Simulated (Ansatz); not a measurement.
`[BH2][Al]([CH3])[NH2]` and `[CH3][Al]([NH2])[Cl]` differ in one atom or group.

Ansatz, PBE0-D4/def2-TZVP geometries, multiplicity 1. Each molecule was computed in one conformer, which needn't be the lowest.

| property | `[BH2][Al]([CH3])[NH2]` |
| --- | --- |
| HOMO energy (PBE/def2-TZVPP) / eV | -5.91 |
| LUMO energy (PBE/def2-TZVPP) / eV | -3.15 |
| size of the dipole moment (PBE/def2-TZVPP) / D | 0.95 |
| ideal-gas entropy at 298 K and 1 bar (rigid rotor, harmonic PBE0-D4/def2-TZVP) / J/(mol·K) | 357 |
| LUMO energy (B3LYP/def2-TZVPP) / eV | -2.33 |
| LUMO energy (ωB97M-V/def2-TZVPP) / eV | -0.21 |

Problem. Give the same properties after the change, and the shifts. (An estimate is asked.)

Solution. Computed: 
```
                                                                                  property  `[CH3][Al]([NH2])[Cl]`  shift
                                                         HOMO energy (PBE/def2-TZVPP) / eV                   -6.20  -0.29
                                                         LUMO energy (PBE/def2-TZVPP) / eV                   -0.80   2.35
                                            size of the dipole moment (PBE/def2-TZVPP) / D                    2.31   1.36
ideal-gas entropy at 298 K and 1 bar (rigid rotor, harmonic PBE0-D4/def2-TZVP) / J/(mol·K)                     344    -13
                                                       LUMO energy (B3LYP/def2-TZVPP) / eV                   -0.31   2.02
                                                     LUMO energy (ωB97M-V/def2-TZVPP) / eV                    1.43   1.64
```

With PBE0 the HOMO falls by 0.51 eV and the LUMO rises by 2.12 eV, so the gap widens by about 2.63 eV. PBE moves the HOMO by -0.29 eV and ωB97M-V by -0.75 eV. The zero-point energy changes by -45.6 kJ/mol with -6 modes. Dipoles are sizes alone; their direction can turn. Modes under 60 cm⁻¹, often nearly free rotors, make the harmonic entropy too high.

B3LYP here is the variant with VWN-RPA as its local correlation; programs differ in this.
